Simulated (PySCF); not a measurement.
# Cl⁺: excitation energy

Cl⁺ [Ne] 3s2 3p4 (3P) → Cl⁺ [Ne] 3s1 3p5, s spin flipped, as a difference of total energies. All numbers are calculated (PySCF 2.14, the spin-free X2C one-electron Hamiltonian (Gaussian nucleus), in aug-cc-pVTZ-DK (6s5p3d2f, 50 functions)). Correlated levels: valence: [Ne] frozen. The calculations carry no spin-orbit coupling.

```
           method  excitation energy (cm⁻¹)
              UHF                    144590
              PBE                    111960
             PBE0                    119930
           r2SCAN                    119590
           revPBE                    112280
             TPSS                    115040
             BP86                    111520
    MP2 (valence)                    126280
SCS-MP2 (valence)                    123680
```

Question: Estimate what LDA gives.

Answer: 109820 cm⁻¹, closest to BP86 among the rows shown.

Question: Estimate what r2SCANh gives.

Answer: 121730 cm⁻¹, closest to PBE0 among the rows shown.

The upper determinant mixes two multiplicities, so it lies between the two terms.
